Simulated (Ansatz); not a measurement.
```yaml
crystal:
  periodic: [false, false, false]
  atoms:
    - {symbol: Br, position_ang: [0.810704, 0.430105, 2.028376]}
    - {symbol: Al, position_ang: [0.013772, -0.015085, -0.004994]}
    - {symbol: Br, position_ang: [-0.132625, -2.125374, -0.707250]}
    - {symbol: Br, position_ang: [-0.636251, 1.650054, -1.336432]}
basis:
  gaussian: {orbitals: def2-mTZVP, final_grid: {core_spheres: 1, valence_spheres: 1, degree: 3}}
hamiltonian: {xc: {name: wB97M-V}}
```

```sh
$ ansatz run in.yaml --threads 4 --pin off --events-out ev --progress --plain --max-ram 10444MiB
```

Output, abridged:

```
Functional definition: wB97M-V
1149 factors; integrals over basis functions are off by at most 8.6e-4 eV
282 factors; integrals over basis functions are off by at most 3.8e-6 eV
mean field evaluation 1: about -216728.3734 eV, gradient 1.7e1 eV
mean field evaluation 2: about -216728.9521 eV, gradient 1.2e1 eV
mean field evaluation 4: about -216729.3613 eV, gradient 4.9e-1 eV
mean field evaluation 16: about -216775.6119 eV, gradient 1.4e-1 eV
mean field -216775.61204095 eV, -7966.3568067178 hartree, gradient 5.6e-5 eV, S^2 0.000000; 0 other end points of the search recorded, 0 dependent functions left out
reference -216775.61206225 eV, -7966.3568075003 hartree; 59, 59 occupied and 71, 71 virtual orbitals, 1149 factors
Total energy: -216775.61206225 eV, -7966.3568075003 hartree
```

(1) What is wrong with this run?

## Answers

(1) The integration grid is far too coarse. The run converged. The result belongs to that input, not to the molecule as meant.
